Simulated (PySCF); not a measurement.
CH6GeOSi, SMILES [CH2]1O[SiH2][GeH2]1. Atoms are numbered in the order given.

```xyz
10

C     -1.4923    -0.1346     0.0000
O     -0.9254    -1.4637     0.0000
Si     0.7659    -1.3281     0.0000
Ge     0.1963     0.9777     0.0000
H     -2.1196     0.0084     0.8953
H     -2.1196     0.0084    -0.8953
H      1.3900    -1.9449    -1.2038
H      1.3900    -1.9449     1.2038
H      0.4062     1.8482     1.2529
H      0.4062     1.8482    -1.2529
```
Charge 0, spin multiplicity 1.

Geometry optimised at TPSSh-D3(BJ)/def2-SVP. The structure was generated by enumeration, and PubChem lists no compound with its InChIKey, so it may never have been made.

Two levels are set side by side: PBE/pcSseg-1 (PySCF) and B3LYP/pcSseg-1 (PySCF). GIAO shifts against GeH4 (⁷³Ge), H2O (¹⁷O), TMS (²⁹Si), TMS (¹H), TMS (¹³C) at the same level; non-relativistic, no solvent, atoms listed together averaged. Differences are taken from unrounded values.

| quantity | B3LYP |
|---|---|
| δ(¹³C) of C1 (ppm) | 77.9 |
| δ(¹⁷O) of O2 (ppm) | 72.2 |
| δ(²⁹Si) of Si3 (ppm) | 24.2 |
| δ(⁷³Ge) of Ge4 (ppm) | 189.9 |
| δ(¹H) of H5, H6 (ppm) | 5.30 |
| δ(¹H) of H7, H8 (ppm) | 6.16 |
| δ(¹H) of H9, H10 (ppm) | 5.25 |

What does PBE give, and how far is it from B3LYP? (Estimate from the structure and the level; the computed values follow.)


```tsv
quantity	PBE	PBE minus B3LYP
δ(¹³C) of C1 (ppm)	80.6	2.6
δ(¹⁷O) of O2 (ppm)	78.8	6.5
δ(²⁹Si) of Si3 (ppm)	27.5	3.3
δ(⁷³Ge) of Ge4 (ppm)	191.2	1.3
δ(¹H) of H5, H6 (ppm)	5.54	0.24
δ(¹H) of H7, H8 (ppm)	6.57	0.41
δ(¹H) of H9, H10 (ppm)	5.47	0.22
```

Rough cost on one machine, each run with all the roots and properties that it gave: B3LYP against PBE within a factor of 2.
